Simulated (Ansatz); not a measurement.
Isomers of Ag3Ge2⁻ (singlet), relaxed with r2SCAN-D4/def2-SVPD; total energies from Ansatz at RPA@PBE/def2-TZVPD.

```csv
isomer,description,energy (Eh)
A,point group not assigned; 5 × Ag–Ge 2.50 to 3.04 Å; 1 × Ag–Ag 2.75 Å; 1 × Ge–Ge 2.47 Å,-4591.66753
B,point group C2v; 4 × Ag–Ge 2.53 to 2.66 Å; 2 × Ag–Ag 2.72 Å; 1 × Ge–Ge 2.40 Å,-4591.67492
C,point group Cs; 3 × Ag–Ag 2.67 to 2.79 Å; 3 × Ag–Ge 2.48 to 2.68 Å; 1 × Ge–Ge 2.28 Å,-4591.67914
```

In the def2 sets Ag takes a core potential; there is no spin–orbit coupling. Correlated methods freeze 18 core orbitals; core or outer-core shells of Ag, Ge are correlated, in sets that lack core-valence functions.

The isomers come from a short search, and lower ones may exist.

Problem. Work out the relative energies (1 Eh = 2625.5 kJ/mol) and the Boltzmann populations at 800 K from electronic energies alone (R = 8.314 J/mol/K).

Solution. ΔE: A 30.5, B 11.1, C 0.0 kJ/mol. RT = 6.65 kJ/mol. Factors exp(−ΔE/RT): A 0.0102, B 0.188, C 1; sum 1.198. Populations: A 0.9 %, B 15.7 %, C 83.5 %. Zero-point energy, vibrational entropy and symmetry numbers are left out and can shift these; an error of 4 kJ/mol changes a ratio by a factor of 1.8. Over the other density-functional and correlated levels in def2 sets, the gap between C and B ranges from -1 to 14 kJ/mol.
